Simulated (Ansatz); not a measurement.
Species: CH2F3Si, net charge 0, doublet state. It need not be the lowest isomer of its formula. SMILES: F[Si](F)(F)[CH2]
Geometry from a B3LYP-D3(BJ)/def2-TZVP (Ansatz, a quantum-chemistry and plane-wave program) optimisation:
```
Si
F 1 1.5824
F 1 1.5825 2 108.24
F 1 1.5840 2 106.76 3 -114.48
C 1 1.8134 2 111.09 4 -123.19
H 5 1.0828 1 122.19 2 28.65
H 5 1.0828 6 115.60 1 -178.88
```
Charge 0, spin multiplicity 2.

Wanted: atomisation energy (electronic, to ground-state atoms); the coupled-cluster value holds the core correlation from cc-pwCVTZ, in kJ/mol. Correlated levels leave the core frozen unless marked. UHF or UKS for open shells. No spin-orbit coupling. Non-relativistic. Basis-set limits of correlation are two-point, X^-3; Hartree-Fock from the larger set (for Q and 5 zeta extrapolated as (X+1)exp(-9√X)).

Level to compare with: CCSD(T)/CBS(cc-pV(Q+d)Z,cc-pV(5+d)Z) plus the core term (Ansatz), 2985.5 kJ/mol. It is a level with limits of its own, and the differences hold the functionals' basis error too.

Task: Rank these functionals by how close they come to CCSD(T)/CBS(cc-pV(Q+d)Z,cc-pV(5+d)Z), closest first: r2SCAN/def2-TZVPD (Ansatz); r2SCANh/def2-TZVPD (Ansatz); revPBE/def2-TZVPD (Ansatz).

Result: r2SCAN/def2-TZVPD (meta-GGA, 2973.2 kJ/mol, difference -12.3), r2SCANh/def2-TZVPD (hybrid meta-GGA, 2946.9 kJ/mol, difference -38.6), revPBE/def2-TZVPD (GGA, 2861.6 kJ/mol, difference -123.9)
